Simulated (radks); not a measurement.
Values are calculated unless marked as measured or tabulated.
Valence configurations of neutral potassium (all share [Ar]). Code: a radial shooting solver on a logarithmic mesh with Libxc functionals. Model: non-relativistic Kohn-Sham, PBE, spin-polarised, spherical densities, point nucleus; open shells are filled with parallel spins first. Energies are relative to 4s1; eigenvalues in eV for spin up.

valence,E (eV),moment (Bohr magnetons),e(3d),e(4p),e(4s)
4s1,0.000,1,-,-,-2.534
3d1,2.503,1,-0.694,-,-
4p1,1.560,1,-,-1.545,-
3d0.5 4s0.5,1.257,1,-0.420,-,-2.955
3d0.5 4p0.5,2.043,1,-0.612,-1.560,-
4s0.5 4p0.5,0.782,1,-,-1.273,-2.839

NIST lists [Ar] 4s1 as the ground configuration; this level of theory agrees among the configurations tried. The energies are those of spherical high-spin densities, not of single terms.
